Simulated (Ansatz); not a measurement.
SiOCl2, SMILES Cl[Si](Cl)=O.

Geometry: PBE-D3(BJ)/def2-SVP.

Two levels are set side by side: PBE/def2-SVPD (Ansatz, a program for electronic structure) and PBE0/def2-SVPD (Ansatz). Energy differences of separate SCF runs at the same geometry; the states with an electron removed or added have multiplicity 2 and 2. Differences are taken from unrounded values.

| quantity | PBE0 | PBE | PBE minus PBE0 |
|---|---|---|---|
| vertical ionisation energy (eV) | 11.17 | 10.98 | -0.19 |
| vertical electron affinity (eV) | 0.68 | 0.74 | 0.06 |
| vertical singlet–triplet gap (eV) | 4.52 | 4.39 | -0.13 |
